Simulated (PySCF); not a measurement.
Calcium: a sound run and one with changed settings

Sound run: Ca [Ar] 4s2, Ca⁺ [Ar] 4s1. Calculation: PySCF 2.14, in x2c-SVPall (5s3p2d, 24 functions); the spin-free X2C one-electron Hamiltonian (Gaussian nucleus). In the sound run the correlated levels freeze [Ar]. The sound run starts from symmetry-adapted Hartree-Fock orbitals and uses a fine grid where one is needed.

Changed run: basis STO-3G, all-electron and non-relativistic. This setting is unsound on purpose.

```csv
species,method,sound run (hartree),changed run (hartree),converged
Ca,UHF,-679.52012,-669.98887,yes
Ca,LDA,-678.47175,-668.82713,yes
Ca,PBE,-680.12186,-670.47882,yes
Ca,MP2,-679.53736,-670.00456,yes
Ca,CCSD(T),-679.54696,-670.01744,yes
Ca⁺,UHF,-679.33084,-669.84136,yes
Ca⁺,LDA,-678.23998,-668.62561,yes
Ca⁺,PBE,-679.89543,-670.28413,yes
```

Ionisation energy of Ca:

| method | sound run (eV) | changed run (eV) |
| --- | --- | --- |
| UHF | 5.151 | 4.014 |
| LDA | 6.307 | 5.484 |
| PBE | 6.162 | 5.298 |
| MP2 | 5.620 | 4.441 |
| SCS-MP2 | 5.714 | 4.526 |
| CCSD | 5.881 | 4.791 |
| CCSD(T) | 5.881 | 4.791 |
| CCSDT | 5.881 | 4.791 |
| FCI | 5.881 | 4.791 |

A minimal basis cannot let orbitals breathe on ionisation and holds almost no correlation. The Hamiltonian changed with the basis, so the totals do not compare.

For comparison, NIST gives 6.113 eV between the lowest levels.
